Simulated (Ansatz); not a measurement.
Total energies of (OH)3Hf-NH-SiH3 (HfSiNO3H7) from Ansatz at PBE0-D4/def2-TZVP, gas phase (1 Eh = 27.2114 eV = 2625.5 kJ/mol). The reference geometry is relaxed at PBE0-D4/def2-SVP.

| atom | x (Å) | y (Å) | z (Å) |
| --- | --- | --- | --- |
| Hf1 | -0.9739 | -0.5841 | -0.0351 |
| O2 | -1.2517 | -0.2227 | -1.9100 |
| O3 | -2.5799 | -0.3608 | 1.0129 |
| O4 | -0.2277 | -2.3507 | 0.1811 |
| N5 | 0.3539 | 0.8103 | 0.7132 |
| Si6 | 1.9220 | 1.2068 | 0.0898 |
| H7 | -1.3064 | -0.1260 | -2.8569 |
| H8 | -3.4652 | -0.4335 | 1.3621 |
| H9 | 0.2071 | -3.1931 | 0.2808 |
| H10 | 0.0880 | 1.3323 | 1.5481 |
| H11 | 2.0423 | 2.6279 | -0.3769 |
| H12 | 2.1625 | 0.3111 | -1.0865 |
| H13 | 3.0289 | 0.9824 | 1.0774 |

| state | geometry | energy (Eh) |
| --- | --- | --- |
| charge 0 singlet | reference | -622.11050 |
| charge 1 doublet | reference | -621.78049 |
| charge 0 triplet | relaxed at PBE0-D4/def2-SVP | -621.96207 |
| free Hf atom (triplet) | – | -47.84253 |
| free O atom (triplet) | – | -75.01860 |
| free N atom (quartet) | – | -54.54382 |
| free Si atom (triplet) | – | -289.24943 |
| free H atom (doublet) | – | -0.50104 |

In the def2 sets Hf takes a core potential; there is no spin–orbit coupling.

(1) Work out the vertical ionisation energy to the doublet.

(2) Which of the charge 0 states is lowest, and how far above it are the others?

(3) What is the binding energy per atom against free atoms?

(1) E(charge 1 doublet) − E(charge 0 singlet) = -621.78049 − (-622.11050) = 0.33001 Eh = 8.98 eV. For comparison, −ε of the highest occupied level is 7.12 eV at this level, 1.86 eV less.

(2) The singlet. triplet: -621.96207 − (-622.11050) = 0.14843 Eh = 389.7 kJ/mol.

(3) Atoms: 1 × (-47.84253) + 3 × (-75.01860) + 1 × (-54.54382) + 1 × (-289.24943) + 7 × (-0.50104) = -620.19886 Eh. Binding: -620.19886 − (-622.11050) = 1.91164 Eh = 52.02 eV, or 4.00 eV for each of 13 atoms (no zero-point energy, no counterpoise term).
